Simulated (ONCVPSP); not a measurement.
## PBEsol ONCV dataset for osmium, scalar-relativistic all-electron reference.

Os, optimised norm-conserving Vanderbilt (ONCV), made with ONCVPSP 4.0.1 (PBEsol, scalar-relativistic). Core [Kr] 4d10 4f14, reference 5s2 5p6 5d6 6s1 (charge +1). Waves: 5s+6s: rc 1.65 bohr, ncon 4, nbas 8, qcut 7.7 1/bohr, 3 projectors, debl 2.8 Ha; 5p: rc 2.00 bohr, ncon 4, nbas 8, qcut 6.4 1/bohr, 2 projectors, debl 1 Ha; 5d: rc 2.45 bohr, ncon 3, nbas 8, qcut 5.5 1/bohr, 3 projectors, debl 0.8 Ha. Local part: polynomial inside 1.15 bohr (lpopt 5, dvloc0 0 Ha). Core correction: Teter function fitted to the true core (icmod 2), fcfact 0.2.

In the p channel the program set the typed energies aside and used -2.166, 0.250 Ha.

(1) Estimate the cutoffs (Ha) at which the residual kinetic energy of the hardest occupied pseudo-wave falls to 1 and 0.1 mHa per electron.

(2) What does a ghost test show?

(3) Tests: 5s2 5p6 5d6 6s2; 5s2 5p6 5d6 6s0; 5s2 5p6 5d5 6s0; 5s2 5p6 5d4 6s0. Which has the largest error in its energy relative to the reference configuration, and how large is it?

Results:

(1) 21 Ha and 25 Ha.

(2) No bound ghost flagged; GHOST(+) flagged for s at 289.3 eV.

(3) 5s2 5p6 5d4 6s0, with +122 meV (all-electron minus pseudo) on +87.33 eV.
